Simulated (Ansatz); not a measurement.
Molecular dynamics of F3H2NTi

The input (input.yaml):

```yaml
crystal:
  periodic: [false, false, false]
  atoms:
    - { symbol: Ti, position_ang: [0.013992, -0.012893, 0.047722] }
    - { symbol: "N", position_ang: [0.014549, -0.020264, 1.911577] }
    - { symbol: H, position_ang: [-0.798722, -0.249107, 2.494404] }
    - { symbol: H, position_ang: [0.810862, 0.254931, 2.497518] }
    - { symbol: F, position_ang: [1.683851, 0.031238, -0.481727] }
    - { symbol: F, position_ang: [-0.840368, 1.411126, -0.54336] }
    - { symbol: F, position_ang: [-0.882264, -1.415031, -0.514333] }
basis:
  gaussian: { orbitals: def2-SVP }
hamiltonian:
  xc: pbe
md:
  timestep: 0.25
  n_steps: 250
  ensemble: nve
  temperature: 500.0
  initial_velocities: maxwell_boltzmann
  seed: 931321
```

Command:

```bash
$ ansatz run input.yaml --threads 2 --pin off --max-ram 3072MiB --backend cpu --events-out ev --progress --plain --runs-dir out
```

It starts from a relaxed structure.

Output, in part (one step line in 3, the closing report, with atoms numbered from 0):

```
md step     0: t =     0.00 fs  T =   500.0 K  F+E_penalty+E_count = -32769.92159032 eV  E_kin = 0.323150 eV  conserved = -32769.59844032 eV  (29 SCF iters)
md step     3: t =     0.75 fs  T =   474.6 K  F+E_penalty+E_count = -32769.90506187 eV  E_kin = 0.306711 eV  conserved = -32769.59835125 eV  (33 SCF iters)
md step     6: t =     1.50 fs  T =   419.3 K  F+E_penalty+E_count = -32769.86911773 eV  E_kin = 0.271000 eV  conserved = -32769.59811758 eV  (32 SCF iters)
md step     9: t =     2.25 fs  T =   380.8 K  F+E_penalty+E_count = -32769.84412116 eV  E_kin = 0.246124 eV  conserved = -32769.59799743 eV  (33 SCF iters)
md step    12: t =     3.00 fs  T =   382.6 K  F+E_penalty+E_count = -32769.84542407 eV  E_kin = 0.247289 eV  conserved = -32769.59813484 eV  (33 SCF iters)
md step    15: t =     3.75 fs  T =   398.5 K  F+E_penalty+E_count = -32769.85589581 eV  E_kin = 0.257555 eV  conserved = -32769.59834039 eV  (33 SCF iters)
md step    18: t =     4.50 fs  T =   387.4 K  F+E_penalty+E_count = -32769.84873529 eV  E_kin = 0.250348 eV  conserved = -32769.59838693 eV  (33 SCF iters)
md step    21: t =     5.25 fs  T =   337.8 K  F+E_penalty+E_count = -32769.81657830 eV  E_kin = 0.218310 eV  conserved = -32769.59826862 eV  (33 SCF iters)
md step    24: t =     6.00 fs  T =   272.6 K  F+E_penalty+E_count = -32769.77431457 eV  E_kin = 0.176207 eV  conserved = -32769.59810756 eV  (33 SCF iters)
md step    27: t =     6.75 fs  T =   225.4 K  F+E_penalty+E_count = -32769.74366644 eV  E_kin = 0.145656 eV  conserved = -32769.59801052 eV  (26 SCF iters)
md step    30: t =     7.50 fs  T =   216.6 K  F+E_penalty+E_count = -32769.73804723 eV  E_kin = 0.140020 eV  conserved = -32769.59802709 eV  (33 SCF iters)
md step    33: t =     8.25 fs  T =   242.9 K  F+E_penalty+E_count = -32769.75512556 eV  E_kin = 0.156974 eV  conserved = -32769.59815184 eV  (33 SCF iters)
md step    36: t =     9.00 fs  T =   277.6 K  F+E_penalty+E_count = -32769.77775230 eV  E_kin = 0.179433 eV  conserved = -32769.59831896 eV  (30 SCF iters)
md step    39: t =     9.75 fs  T =   287.0 K  F+E_penalty+E_count = -32769.78388050 eV  E_kin = 0.185481 eV  conserved = -32769.59839935 eV  (33 SCF iters)
md step    42: t =    10.50 fs  T =   256.8 K  F+E_penalty+E_count = -32769.76422359 eV  E_kin = 0.165941 eV  conserved = -32769.59828296 eV  (32 SCF iters)
md step    45: t =    11.25 fs  T =   212.3 K  F+E_penalty+E_count = -32769.73526082 eV  E_kin = 0.137205 eV  conserved = -32769.59805583 eV  (32 SCF iters)
md step    48: t =    12.00 fs  T =   198.6 K  F+E_penalty+E_count = -32769.72636672 eV  E_kin = 0.128379 eV  conserved = -32769.59798809 eV  (33 SCF iters)
md step    51: t =    12.75 fs  T =   228.9 K  F+E_penalty+E_count = -32769.74612687 eV  E_kin = 0.147963 eV  conserved = -32769.59816434 eV  (33 SCF iters)
md step    54: t =    13.50 fs  T =   268.7 K  F+E_penalty+E_count = -32769.77203826 eV  E_kin = 0.173682 eV  conserved = -32769.59835668 eV  (33 SCF iters)
md step    57: t =    14.25 fs  T =   278.3 K  F+E_penalty+E_count = -32769.77821261 eV  E_kin = 0.179839 eV  conserved = -32769.59837361 eV  (33 SCF iters)
md step    60: t =    15.00 fs  T =   251.4 K  F+E_penalty+E_count = -32769.76069872 eV  E_kin = 0.162453 eV  conserved = -32769.59824598 eV  (32 SCF iters)
md step    63: t =    15.75 fs  T =   212.7 K  F+E_penalty+E_count = -32769.73557167 eV  E_kin = 0.137475 eV  conserved = -32769.59809649 eV  (34 SCF iters)
md step    66: t =    16.50 fs  T =   193.3 K  F+E_penalty+E_count = -32769.72294298 eV  E_kin = 0.124923 eV  conserved = -32769.59801961 eV  (25 SCF iters)
md step    69: t =    17.25 fs  T =   209.5 K  F+E_penalty+E_count = -32769.73342508 eV  E_kin = 0.135371 eV  conserved = -32769.59805383 eV  (26 SCF iters)
md step    72: t =    18.00 fs  T =   253.8 K  F+E_penalty+E_count = -32769.76223289 eV  E_kin = 0.164046 eV  conserved = -32769.59818660 eV  (34 SCF iters)
md step    75: t =    18.75 fs  T =   298.6 K  F+E_penalty+E_count = -32769.79130267 eV  E_kin = 0.192959 eV  conserved = -32769.59834362 eV  (30 SCF iters)
md step    78: t =    19.50 fs  T =   312.4 K  F+E_penalty+E_count = -32769.80027673 eV  E_kin = 0.201882 eV  conserved = -32769.59839503 eV  (33 SCF iters)
md step    81: t =    20.25 fs  T =   287.3 K  F+E_penalty+E_count = -32769.78393423 eV  E_kin = 0.185678 eV  conserved = -32769.59825629 eV  (33 SCF iters)
md step    84: t =    21.00 fs  T =   253.0 K  F+E_penalty+E_count = -32769.76157939 eV  E_kin = 0.163528 eV  conserved = -32769.59805098 eV  (33 SCF iters)
md step    87: t =    21.75 fs  T =   250.3 K  F+E_penalty+E_count = -32769.75979916 eV  E_kin = 0.161770 eV  conserved = -32769.59802870 eV  (32 SCF iters)
md step    90: t =    22.50 fs  T =   283.6 K  F+E_penalty+E_count = -32769.78153067 eV  E_kin = 0.183317 eV  conserved = -32769.59821355 eV  (33 SCF iters)
md step    93: t =    23.25 fs  T =   316.3 K  F+E_penalty+E_count = -32769.80281106 eV  E_kin = 0.204428 eV  conserved = -32769.59838273 eV  (33 SCF iters)
md step    96: t =    24.00 fs  T =   312.5 K  F+E_penalty+E_count = -32769.80036820 eV  E_kin = 0.201982 eV  conserved = -32769.59838582 eV  (33 SCF iters)
md step    99: t =    24.75 fs  T =   269.2 K  F+E_penalty+E_count = -32769.77225425 eV  E_kin = 0.173995 eV  conserved = -32769.59825877 eV  (34 SCF iters)
md step   102: t =    25.50 fs  T =   211.4 K  F+E_penalty+E_count = -32769.73473125 eV  E_kin = 0.136620 eV  conserved = -32769.59811162 eV  (35 SCF iters)
md step   105: t =    26.25 fs  T =   169.7 K  F+E_penalty+E_count = -32769.70770484 eV  E_kin = 0.109672 eV  conserved = -32769.59803239 eV  (26 SCF iters)
md step   108: t =    27.00 fs  T =   161.0 K  F+E_penalty+E_count = -32769.70210335 eV  E_kin = 0.104043 eV  conserved = -32769.59806056 eV  (26 SCF iters)
md step   111: t =    27.75 fs  T =   179.3 K  F+E_penalty+E_count = -32769.71403846 eV  E_kin = 0.115855 eV  conserved = -32769.59818387 eV  (34 SCF iters)
md step   114: t =    28.50 fs  T =   198.9 K  F+E_penalty+E_count = -32769.72685818 eV  E_kin = 0.128530 eV  conserved = -32769.59832768 eV  (34 SCF iters)
md step   117: t =    29.25 fs  T =   191.5 K  F+E_penalty+E_count = -32769.72209943 eV  E_kin = 0.123734 eV  conserved = -32769.59836514 eV  (33 SCF iters)
md step   120: t =    30.00 fs  T =   151.9 K  F+E_penalty+E_count = -32769.69641230 eV  E_kin = 0.098192 eV  conserved = -32769.59822042 eV  (33 SCF iters)
md step   123: t =    30.75 fs  T =   111.2 K  F+E_penalty+E_count = -32769.66986312 eV  E_kin = 0.071843 eV  conserved = -32769.59802019 eV  (33 SCF iters)
md step   126: t =    31.50 fs  T =   109.1 K  F+E_penalty+E_count = -32769.66849980 eV  E_kin = 0.070499 eV  conserved = -32769.59800084 eV  (26 SCF iters)
md step   129: t =    32.25 fs  T =   149.5 K  F+E_penalty+E_count = -32769.69480594 eV  E_kin = 0.096621 eV  conserved = -32769.59818466 eV  (32 SCF iters)
md step   132: t =    33.00 fs  T =   195.7 K  F+E_penalty+E_count = -32769.72485344 eV  E_kin = 0.126495 eV  conserved = -32769.59835882 eV  (33 SCF iters)
md step   135: t =    33.75 fs  T =   211.0 K  F+E_penalty+E_count = -32769.73476341 eV  E_kin = 0.136390 eV  conserved = -32769.59837303 eV  (33 SCF iters)
md step   138: t =    34.50 fs  T =   190.3 K  F+E_penalty+E_count = -32769.72123529 eV  E_kin = 0.122980 eV  conserved = -32769.59825513 eV  (33 SCF iters)
md step   141: t =    35.25 fs  T =   156.7 K  F+E_penalty+E_count = -32769.69936617 eV  E_kin = 0.101254 eV  conserved = -32769.59811238 eV  (33 SCF iters)
md step   144: t =    36.00 fs  T =   139.9 K  F+E_penalty+E_count = -32769.68846006 eV  E_kin = 0.090424 eV  conserved = -32769.59803572 eV  (33 SCF iters)
md step   147: t =    36.75 fs  T =   156.3 K  F+E_penalty+E_count = -32769.69905997 eV  E_kin = 0.100992 eV  conserved = -32769.59806774 eV  (33 SCF iters)
md step   150: t =    37.50 fs  T =   198.8 K  F+E_penalty+E_count = -32769.72668599 eV  E_kin = 0.128489 eV  conserved = -32769.59819702 eV  (33 SCF iters)
md step   153: t =    38.25 fs  T =   240.5 K  F+E_penalty+E_count = -32769.75380920 eV  E_kin = 0.155464 eV  conserved = -32769.59834539 eV  (30 SCF iters)
md step   156: t =    39.00 fs  T =   251.8 K  F+E_penalty+E_count = -32769.76113846 eV  E_kin = 0.162755 eV  conserved = -32769.59838371 eV  (33 SCF iters)
md step   159: t =    39.75 fs  T =   226.9 K  F+E_penalty+E_count = -32769.74486770 eV  E_kin = 0.146628 eV  conserved = -32769.59823935 eV  (33 SCF iters)
md step   162: t =    40.50 fs  T =   196.0 K  F+E_penalty+E_count = -32769.72468548 eV  E_kin = 0.126644 eV  conserved = -32769.59804170 eV  (33 SCF iters)
md step   165: t =    41.25 fs  T =   198.3 K  F+E_penalty+E_count = -32769.72617872 eV  E_kin = 0.128160 eV  conserved = -32769.59801846 eV  (33 SCF iters)
md step   168: t =    42.00 fs  T =   238.7 K  F+E_penalty+E_count = -32769.75246459 eV  E_kin = 0.154277 eV  conserved = -32769.59818752 eV  (33 SCF iters)
md step   171: t =    42.75 fs  T =   283.6 K  F+E_penalty+E_count = -32769.78161703 eV  E_kin = 0.183264 eV  conserved = -32769.59835336 eV  (33 SCF iters)
md step   174: t =    43.50 fs  T =   298.1 K  F+E_penalty+E_count = -32769.79101793 eV  E_kin = 0.192644 eV  conserved = -32769.59837377 eV  (33 SCF iters)
md step   177: t =    44.25 fs  T =   276.3 K  F+E_penalty+E_count = -32769.77685442 eV  E_kin = 0.178589 eV  conserved = -32769.59826522 eV  (33 SCF iters)
md step   180: t =    45.00 fs  T =   239.8 K  F+E_penalty+E_count = -32769.75309650 eV  E_kin = 0.154968 eV  conserved = -32769.59812822 eV  (33 SCF iters)
md step   183: t =    45.75 fs  T =   217.0 K  F+E_penalty+E_count = -32769.73828306 eV  E_kin = 0.140229 eV  conserved = -32769.59805450 eV  (33 SCF iters)
md step   186: t =    46.50 fs  T =   223.5 K  F+E_penalty+E_count = -32769.74256025 eV  E_kin = 0.144472 eV  conserved = -32769.59808818 eV  (33 SCF iters)
md step   189: t =    47.25 fs  T =   252.3 K  F+E_penalty+E_count = -32769.76126614 eV  E_kin = 0.163050 eV  conserved = -32769.59821619 eV  (33 SCF iters)
md step   192: t =    48.00 fs  T =   276.6 K  F+E_penalty+E_count = -32769.77709664 eV  E_kin = 0.178738 eV  conserved = -32769.59835896 eV  (33 SCF iters)
md step   195: t =    48.75 fs  T =   268.0 K  F+E_penalty+E_count = -32769.77159539 eV  E_kin = 0.173205 eV  conserved = -32769.59839069 eV  (33 SCF iters)
md step   198: t =    49.50 fs  T =   222.2 K  F+E_penalty+E_count = -32769.74188580 eV  E_kin = 0.143639 eV  conserved = -32769.59824666 eV  (33 SCF iters)
md step   201: t =    50.25 fs  T =   169.8 K  F+E_penalty+E_count = -32769.70780163 eV  E_kin = 0.109751 eV  conserved = -32769.59805112 eV  (33 SCF iters)
md step   204: t =    51.00 fs  T =   150.2 K  F+E_penalty+E_count = -32769.69506486 eV  E_kin = 0.097051 eV  conserved = -32769.59801435 eV  (26 SCF iters)
md step   207: t =    51.75 fs  T =   171.0 K  F+E_penalty+E_count = -32769.70869240 eV  E_kin = 0.110530 eV  conserved = -32769.59816240 eV  (33 SCF iters)
md step   210: t =    52.50 fs  T =   202.8 K  F+E_penalty+E_count = -32769.72937410 eV  E_kin = 0.131053 eV  conserved = -32769.59832063 eV  (30 SCF iters)
md step   213: t =    53.25 fs  T =   212.1 K  F+E_penalty+E_count = -32769.73543127 eV  E_kin = 0.137087 eV  conserved = -32769.59834388 eV  (33 SCF iters)
md step   216: t =    54.00 fs  T =   192.2 K  F+E_penalty+E_count = -32769.72244101 eV  E_kin = 0.124202 eV  conserved = -32769.59823949 eV  (33 SCF iters)
md step   219: t =    54.75 fs  T =   163.1 K  F+E_penalty+E_count = -32769.70349147 eV  E_kin = 0.105385 eV  conserved = -32769.59810636 eV  (33 SCF iters)
md step   222: t =    55.50 fs  T =   152.0 K  F+E_penalty+E_count = -32769.69629969 eV  E_kin = 0.098261 eV  conserved = -32769.59803825 eV  (26 SCF iters)
md step   225: t =    56.25 fs  T =   173.2 K  F+E_penalty+E_count = -32769.71004512 eV  E_kin = 0.111966 eV  conserved = -32769.59807923 eV  (34 SCF iters)
md step   228: t =    57.00 fs  T =   217.9 K  F+E_penalty+E_count = -32769.73905980 eV  E_kin = 0.140848 eV  conserved = -32769.59821145 eV  (33 SCF iters)
md step   231: t =    57.75 fs  T =   258.7 K  F+E_penalty+E_count = -32769.76552307 eV  E_kin = 0.167171 eV  conserved = -32769.59835201 eV  (33 SCF iters)
md step   234: t =    58.50 fs  T =   267.5 K  F+E_penalty+E_count = -32769.77129713 eV  E_kin = 0.172916 eV  conserved = -32769.59838097 eV  (32 SCF iters)
md step   237: t =    59.25 fs  T =   240.7 K  F+E_penalty+E_count = -32769.75379476 eV  E_kin = 0.155547 eV  conserved = -32769.59824759 eV  (33 SCF iters)
md step   240: t =    60.00 fs  T =   206.1 K  F+E_penalty+E_count = -32769.73129302 eV  E_kin = 0.133217 eV  conserved = -32769.59807638 eV  (33 SCF iters)
md step   243: t =    60.75 fs  T =   198.6 K  F+E_penalty+E_count = -32769.72640836 eV  E_kin = 0.128359 eV  conserved = -32769.59804939 eV  (33 SCF iters)
md step   246: t =    61.50 fs  T =   223.9 K  F+E_penalty+E_count = -32769.74289744 eV  E_kin = 0.144716 eV  conserved = -32769.59818194 eV  (33 SCF iters)
md step   249: t =    62.25 fs  T =   255.3 K  F+E_penalty+E_count = -32769.76334538 eV  E_kin = 0.165024 eV  conserved = -32769.59832186 eV  (33 SCF iters)
md step   250: t =    62.50 fs  T =   261.5 K  F+E_penalty+E_count = -32769.76734577 eV  E_kin = 0.169002 eV  conserved = -32769.59834376 eV  (29 SCF iters)
Total energy: -32769.76744774 eV, -1204.2667415585 hartree
Atom 0 at     0.013395    -0.020283     0.058434 Å, force     0.432617     0.103080    -0.486354 eV/Å
Atom 1 at     0.087152     0.023756     1.894290 Å, force    -1.096964    -0.077625    -0.139728 eV/Å
Atom 2 at    -0.745481    -0.246192     2.434820 Å, force     0.369140     0.077667     0.320309 eV/Å
Atom 3 at     0.984133    -0.153135     2.314381 Å, force     0.574624    -0.135578     0.807124 eV/Å
Atom 4 at     1.689635     0.055339    -0.413272 Å, force     0.389363    -0.138964    -0.227481 eV/Å
Atom 5 at    -0.862449     1.329426    -0.574858 Å, force    -0.462656     0.916586    -0.180843 eV/Å
Atom 6 at    -0.930008    -1.349771    -0.552655 Å, force    -0.206125    -0.745166    -0.093027 eV/Å
Dipole moment:     0.066470    -0.170263     0.531734 e Å
```

The run went to its last step. The conserved energy stayed within 0.066 meV per atom of its start (net change 0.014 meV per atom), so the integration is sound. Over the second half the temperature averaged 0.42 of the 500 K drawn at the start: a run that starts near a minimum puts about half its kinetic energy into the potential. A run of 0.062 ps of so small a system gives no equilibrium averages.

The same pairs are bonded in the first frame and the last. Pairs count as bonded within 1.25 times the sum of covalent radii (0.12 Å more for H–H).

Last frame:

```xyz
7
Properties=species:S:1:pos:R:3
Ti 0.013 -0.020 0.058
N 0.087 0.024 1.894
H -0.746 -0.246 2.435
H 0.984 -0.153 2.314
F 1.690 0.055 -0.413
F -0.862 1.329 -0.575
F -0.930 -1.350 -0.553
```

Time of the run: 6.7 min on 2 threads of Arm Neoverse V2, with other jobs on the host, peak memory 0.14 GiB.
